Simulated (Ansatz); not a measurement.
Gas-phase electronic energies from Ansatz, PBE0-D4/def2-TZVP geometries. CBS: MP2 limit from def2 TZ/QZ plus the TZ coupled-cluster correction, frozen cores. This one scheme is used for every species. Each species was taken in one conformer, which may not be the lowest.

`[SiH3][SiH2]OBCl` + NH₃ → `NBCl` + `O[SiH2][SiH3]`  (ligand exchange at a B–O bond)

```tsv
species	CCSD(T)/CBS(def2) energy (Eh)
`[SiH3][SiH2]OBCl`	-1141.62913
NH₃	-56.50880
`NBCl`	-541.16722
`O[SiH2][SiH3]`	-656.96789
```

Question: Work out ΔE.

Answer: ΔE = (-541.16722) + (-656.96789) − (-1141.62913) − (-56.50880) = 0.00282 Eh = +0.08 eV.

Largest T1 diagnostic among the species: 0.013.

The D4 term adds +0.06 eV with B3LYP and +0.04 eV with PBE0; it sums over pairs of atoms, weighted by their polarisabilities, and B3LYP, whose exchange is more repulsive, gets the larger term.

B3LYP here is the variant with VWN-RPA as its local correlation; programs differ in this.
